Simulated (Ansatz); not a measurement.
TaS3⁻, relaxed as a singlet with RKS PBE-D4/def2-SVPD in Ansatz, starting from the GFN1-xTB geometry. Force threshold 0.02 eV/Å.

In the def2 sets Ta takes a core potential; there is no spin–orbit coupling. The structure comes from a short search, and lower isomers may exist.

Start:

```xyz
4

Ta   -0.258   -0.098    0.591
S     0.928   -1.835   -0.140
S     1.123    1.648    0.525
S    -1.793    0.286   -0.976
```

Q: Estimate the energy that the relaxation releases and the steps that it takes.

A: 0.07 eV, in 4 steps; 3.8 s on 4 threads of Arm Neoverse V1 on a shared host. No frequencies were taken in this run, so the end may be a saddle point.

Q: Does the start keep its bonding and symmetry?

A: By distances, no bond broke or formed. The bond that changes most is Ta1–S2, from 2.23 to 2.24 Å (atoms count from 1). Point group C3v at the start, C3v at the end, both within 0.05 Å.

Q: Predict the relaxed structure.

A: 
| atom | x (Å) | y (Å) | z (Å) |
| --- | --- | --- | --- |
| Ta1 | -0.2090 | -0.0796 | 0.4781 |
| S2 | 0.9428 | -1.9096 | -0.1001 |
| S3 | 1.1442 | 1.6999 | 0.5890 |
| S4 | -1.8780 | 0.2893 | -0.9670 |
Bond lengths: 3 × S–Ta 2.24 Å.
